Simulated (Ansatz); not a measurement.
`N#CC1=C(c2cccnc2)C2C=CC1C2` was relaxed with r2SCAN-D4 (def2-SVP) in Ansatz in these states: charge +1 doublet, neutral singlet. The geometries follow in no particular order.

A:

| atom | x (Å) | y (Å) | z (Å) |
| --- | --- | --- | --- |
| N1 | -0.113 | -3.626 | -0.373 |
| C2 | -0.476 | -2.527 | -0.199 |
| C3 | -0.954 | -1.219 | 0.005 |
| C4 | -0.289 | -0.027 | -0.096 |
| C5 | 1.094 | 0.249 | -0.448 |
| C6 | 1.918 | -0.686 | -1.111 |
| C7 | 3.235 | -0.343 | -1.395 |
| C8 | 3.701 | 0.922 | -1.016 |
| N9 | 2.942 | 1.823 | -0.385 |
| C10 | 1.681 | 1.492 | -0.117 |
| C11 | -1.301 | 1.047 | 0.362 |
| C12 | -1.562 | 0.806 | 1.857 |
| C13 | -2.204 | -0.368 | 1.959 |
| C14 | -2.375 | -0.911 | 0.533 |
| C15 | -2.597 | 0.424 | -0.219 |
| H16 | 1.526 | -1.663 | -1.404 |
| H17 | 3.897 | -1.044 | -1.912 |
| H18 | 4.735 | 1.220 | -1.232 |
| H19 | 1.090 | 2.249 | 0.414 |
| H20 | -1.060 | 2.075 | 0.066 |
| H21 | -1.207 | 1.454 | 2.661 |
| H22 | -2.496 | -0.900 | 2.866 |
| H23 | -3.104 | -1.720 | 0.395 |
| H24 | -2.577 | 0.315 | -1.315 |
| H25 | -3.504 | 0.956 | 0.105 |

B:

```xyz
25

N     2.6211   -2.1536    1.2412
C     2.0256   -1.1675    1.0268
C     1.3360    0.0289    0.8020
C     0.0593    0.2119    0.2154
C    -0.8725   -0.7671   -0.2340
C    -0.7836   -2.1516    0.0864
C    -1.7162   -3.0272   -0.4421
C    -2.7558   -2.5067   -1.2359
N    -2.8136   -1.2218   -1.5986
C    -1.9209   -0.3768   -1.1289
C    -0.0952    1.7303    0.0904
C     0.9687    2.0758   -0.9539
C     2.1810    1.8791   -0.3731
C     1.9232    1.4195    1.0609
C     0.6234    2.1852    1.3823
H    -0.0201   -2.5197    0.7757
H    -1.6959   -4.0907   -0.1921
H    -3.5839   -3.1466   -1.5639
H    -1.9624    0.6481   -1.5178
H    -1.1114    2.0987   -0.0874
H     0.7626    2.3435   -1.9931
H     3.1661    1.9366   -0.8419
H     2.7648    1.4556    1.7619
H     0.1298    1.8400    2.3054
H     0.7698    3.2761    1.4142
```

Problem. Judge from the bond lengths which geometry belongs to which state (an estimate).

Solution. A is the neutral singlet (C3–C4 1.369 Å, C4–C5 1.453 Å, C5–C10 1.414 Å); B is the charge +1 doublet (C3–C4 1.417 Å, C4–C5 1.424 Å, C5–C10 1.433 Å).
